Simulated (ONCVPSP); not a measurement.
## Pseudopotential generation for antimony: ONCV, PBE, scalar-relativistic.

- Element: Sb
- Generator: ONCVPSP 4.0.1
- Type: optimised norm-conserving Vanderbilt (ONCV)
- Functional: PBE
- Relativity: scalar-relativistic
- Frozen core: [Kr]
- Valence charge: 15
- Reference configuration: 4d10 5s2 5p3
- Partial waves: 5s: rc 1.75 bohr, ncon 5, nbas 8, qcut 3.5 1/bohr, 2 projectors, debl 1 Ha; 5p: rc 2.55 bohr, ncon 4, nbas 8, qcut 2.9 1/bohr, 3 projectors, debl 2.3 Ha; 4d: rc 1.40 bohr, ncon 5, nbas 10, qcut 10.6 1/bohr, 3 projectors, debl 3.4 Ha
- Local potential: polynomial inside 1.25 bohr (lpopt 3, dvloc0 -1 Ha)
- Core correction: none

What the tests gave:

* Cutoffs needed: 44 Ha and 54 Ha (the cutoffs (Ha) at which the residual kinetic energy of the hardest occupied pseudo-wave falls to 1 and 0.1 mHa per electron)
* Ghost test: ghosts flagged at negative energy: s at -3068.2 eV, s at -97.2 eV; GHOST(+) flagged for p at 160.5 eV, s at 488.3 eV; a true bound ghost makes a file unfit for plane-wave use
* Largest excitation error: -40 meV (all-electron minus pseudo) for 4d10 5s2 5p0, out of 4 test configurations

Generation and tests took about 4.2 s on one core of a shared server CPU.
